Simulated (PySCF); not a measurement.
C5H4F2O, SMILES O=C1C=CCC1(F)F. Atoms are numbered in the order given.

```xyz
12

O      2.0868    -0.2214     0.0000
C      0.9830     0.2516     0.0000
C      0.5688     1.6633     0.0000
C     -0.7723     1.7489     0.0000
C     -1.4682     0.4197     0.0000
C     -0.3262    -0.5895     0.0000
F     -0.3521    -1.3858    -1.0882
F     -0.3521    -1.3858     1.0882
H      1.2773     2.4921     0.0000
H     -1.3323     2.6877     0.0000
H     -2.1055     0.2858    -0.8883
H     -2.1055     0.2858     0.8883
```

Geometry optimised at PBE0-D3(BJ)/def2-SVP. The structure was generated by enumeration, and PubChem lists no compound with its InChIKey, so it may never have been made. One conformer was computed; it need not be the lowest.

Method: PBE/def2-TZVP (PySCF).

Symmetry labels are those of the subgroup Cs that the program uses (full group Cs).

Computed valence orbital energies around the gap with their symmetry:
```tsv
orbital	symmetry	energy (eV)
HOMO−7	A"	-10.64
HOMO−6	A'	-9.98
HOMO−5	A'	-9.90
HOMO−4	A"	-9.57
HOMO−3	A"	-9.50
HOMO−2	A'	-8.63
HOMO−1	A"	-7.45
HOMO	A'	-5.98
LUMO	A"	-3.14
LUMO+1	A"	-0.64
LUMO+2	A'	0.43
LUMO+3	A'	1.04
```
